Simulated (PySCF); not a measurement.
Isomers of C6H14Si3.

All values: PBE0/pcSseg-1 (PySCF) at GFN2-xTB geometries, gas phase, one conformer each.

Task: Rank by LUMO energy, lowest first.
A. `[CH:1]#[C:2][Si@@H:3]([CH:4]=[CH2:5])[C@@H:6]([SiH3:7])[SiH2:8][CH3:9]` with C2–Si3–C4–C5 -140°, C2–Si3–C6–Si7 166°, Si3–C6–Si8–C9 55°
B. `[CH2:1]=[C:2]([CH3:3])[C:4]1=[CH:5][SiH2:6][C:7]1([SiH3:8])[SiH3:9]` with C1–C2–C4–C5 180°
C. `[CH2:1]=[CH:2][SiH2:3][C@@H:4]([SiH3:5])[SiH2:6][C:7]#[C:8][CH3:9]` with C1–C2–Si3–C4 19°, C2–Si3–C4–Si5 65°, Si3–C4–Si6–C7 61°
D. `[CH3:1][C:2]#[C:3][Si@@H:4]1[CH2:5][C@@H:6]([CH2:7][SiH3:8])[SiH2:9]1` with C5–C6–C7–Si8 -173°, C3–Si4–C5–C6 -103°, Si4–C5–C6–C7 -142°, C5–C6–Si9–Si4 13°, C3–Si4–Si9–C6 99°

Result: B (-1.30 eV), A (-0.65 eV), C (-0.35 eV), D (-0.22 eV).

Task: Rank by HOMO–LUMO gap, lowest first.
A. `[SiH3:1][C:2]1([SiH3:3])[SiH2:4][CH:5]=[C:6]1[CH:7]1[CH2:8][CH2:9]1` with C5–C6–C7–C8 35°
B. `[CH:1]#[C:2][SiH2:3][Si@H:4]1[CH2:5][C@@H:6]([CH2:7][SiH3:8])[CH2:9]1` with C2–Si3–Si4–C5 -40°, C5–C6–C7–Si8 179°, Si3–Si4–C5–C6 123°, Si4–C5–C6–C7 -134°, C5–C6–C9–Si4 11°, Si3–Si4–C9–C6 -125°
C. `[CH3:1][C:2]#[C:3][Si@@H:4]1[CH2:5][C@@H:6]([CH2:7][SiH3:8])[SiH2:9]1` with C5–C6–C7–Si8 -173°, C3–Si4–C5–C6 -103°, Si4–C5–C6–C7 -142°, C5–C6–Si9–Si4 13°, C3–Si4–Si9–C6 99°
D. `[CH3:1][Si@H:2]([C:3]#[C:4][CH:5]1[CH2:6][CH2:7]1)[SiH2:8][SiH3:9]` with C1–Si2–Si8–Si9 97°
E. `[CH2:1]=[C:2]([CH3:3])[C:4]1=[CH:5][SiH2:6][C:7]1([SiH3:8])[SiH3:9]` with C1–C2–C4–C5 180°
F. `[CH:1]#[C:2][Si@@H:3]([CH:4]=[CH2:5])[C@@H:6]([SiH3:7])[SiH2:8][CH3:9]` with C2–Si3–C4–C5 -140°, C2–Si3–C6–Si7 166°, Si3–C6–Si8–C9 55°

Result: E (5.52 eV), A (6.34 eV), D (6.81 eV), C (6.93 eV), B (7.12 eV), F (7.28 eV).

Task: Rank by dipole moment, lowest first.
A. `[CH2:1]=[CH:2][CH2:3][C:4]#[C:5][Si@H:6]([CH3:7])[SiH2:8][SiH3:9]` with C1–C2–C3–C4 -119°, C5–Si6–Si8–Si9 12°
B. `[CH:1]#[C:2][Si@@H:3]([CH:4]=[CH2:5])[C@@H:6]([SiH3:7])[SiH2:8][CH3:9]` with C2–Si3–C4–C5 -140°, C2–Si3–C6–Si7 166°, Si3–C6–Si8–C9 55°
C. `[CH:1]#[C:2][SiH2:3][Si@H:4]1[CH2:5][C@@H:6]([CH2:7][SiH3:8])[CH2:9]1` with C2–Si3–Si4–C5 -40°, C5–C6–C7–Si8 179°, Si3–Si4–C5–C6 123°, Si4–C5–C6–C7 -134°, C5–C6–C9–Si4 11°, Si3–Si4–C9–C6 -125°
D. `[CH3:1][C:2]#[C:3][Si@@H:4]1[CH2:5][C@@H:6]([CH2:7][SiH3:8])[SiH2:9]1` with C5–C6–C7–Si8 -173°, C3–Si4–C5–C6 -103°, Si4–C5–C6–C7 -142°, C5–C6–Si9–Si4 13°, C3–Si4–Si9–C6 99°
E. `[CH2:1]=[CH:2][SiH2:3][C@@H:4]([SiH3:5])[SiH2:6][C:7]#[C:8][CH3:9]` with C1–C2–Si3–C4 19°, C2–Si3–C4–Si5 65°, Si3–C4–Si6–C7 61°
F. `[CH3:1][Si@H:2]([C:3]#[C:4][CH:5]1[CH2:6][CH2:7]1)[SiH2:8][SiH3:9]` with C1–Si2–Si8–Si9 97°

Result: C (0.54 D), B (0.82 D), A (1.00 D), F (1.24 D), D (1.56 D), E (1.91 D).

All values together:

```
                              SMILES  μ (D)  HOMO (eV)  LUMO (eV)  lowest IAO charge (e)  highest IAO charge (e)  lowest Hirshfeld charge (e)  highest Hirshfeld charge (e)
        C=CCC#C[Si@H](C)[SiH2][SiH3]   1.00      -7.39      -0.36             -0.700 (C)             +0.661 (Si)                   -0.209 (C)                   +0.297 (Si)
C#C[Si@@H](C=C)[C@@H]([SiH3])[SiH2]C   0.82      -7.93      -0.65             -0.924 (C)             +0.909 (Si)                   -0.277 (C)                   +0.372 (Si)
 CC#C[Si@@H]1C[C@@H](C[SiH3])[SiH2]1   1.56      -7.16      -0.22             -0.528 (C)             +0.621 (Si)                   -0.190 (C)                   +0.310 (Si)
   C=C[SiH2][C@@H]([SiH3])[SiH2]C#CC   1.91      -7.61      -0.35             -0.923 (C)             +0.774 (Si)                   -0.273 (C)                   +0.343 (Si)
    C=C(C)C1=C[SiH2]C1([SiH3])[SiH3]   1.18      -6.82      -1.30             -0.743 (C)             +0.749 (Si)                   -0.226 (C)                   +0.342 (Si)
       C[Si@H](C#CC1CC1)[SiH2][SiH3]   1.24      -7.15      -0.33             -0.702 (C)             +0.663 (Si)                   -0.210 (C)                   +0.296 (Si)
     [SiH3]C1([SiH3])[SiH2]C=C1C1CC1   1.16      -6.72      -0.38             -0.737 (C)             +0.750 (Si)                   -0.228 (C)                   +0.338 (Si)
  C#C[SiH2][Si@H]1C[C@@H](C[SiH3])C1   0.54      -7.56      -0.44             -0.530 (C)             +0.593 (Si)                   -0.164 (C)                   +0.310 (Si)
```

Conformers: `[CH2:1]=[CH:2][CH2:3][C:4]#[C:5][Si@H:6]([CH3:7])[SiH2:8][SiH3:9]` with C1–C2–C3–C4 -119°, C5–Si6–Si8–Si9 12°; `[CH:1]#[C:2][Si@@H:3]([CH:4]=[CH2:5])[C@@H:6]([SiH3:7])[SiH2:8][CH3:9]` with C2–Si3–C4–C5 -140°, C2–Si3–C6–Si7 166°, Si3–C6–Si8–C9 55°; `[CH3:1][C:2]#[C:3][Si@@H:4]1[CH2:5][C@@H:6]([CH2:7][SiH3:8])[SiH2:9]1` with C5–C6–C7–Si8 -173°, C3–Si4–C5–C6 -103°, Si4–C5–C6–C7 -142°, C5–C6–Si9–Si4 13°, C3–Si4–Si9–C6 99°; `[CH2:1]=[CH:2][SiH2:3][C@@H:4]([SiH3:5])[SiH2:6][C:7]#[C:8][CH3:9]` with C1–C2–Si3–C4 19°, C2–Si3–C4–Si5 65°, Si3–C4–Si6–C7 61°; `[CH2:1]=[C:2]([CH3:3])[C:4]1=[CH:5][SiH2:6][C:7]1([SiH3:8])[SiH3:9]` with C1–C2–C4–C5 180°; `[CH3:1][Si@H:2]([C:3]#[C:4][CH:5]1[CH2:6][CH2:7]1)[SiH2:8][SiH3:9]` with C1–Si2–Si8–Si9 97°; `[SiH3:1][C:2]1([SiH3:3])[SiH2:4][CH:5]=[C:6]1[CH:7]1[CH2:8][CH2:9]1` with C5–C6–C7–C8 35°; `[CH:1]#[C:2][SiH2:3][Si@H:4]1[CH2:5][C@@H:6]([CH2:7][SiH3:8])[CH2:9]1` with C2–Si3–Si4–C5 -40°, C5–C6–C7–Si8 179°, Si3–Si4–C5–C6 123°, Si4–C5–C6–C7 -134°, C5–C6–C9–Si4 11°, Si3–Si4–C9–C6 -125°.
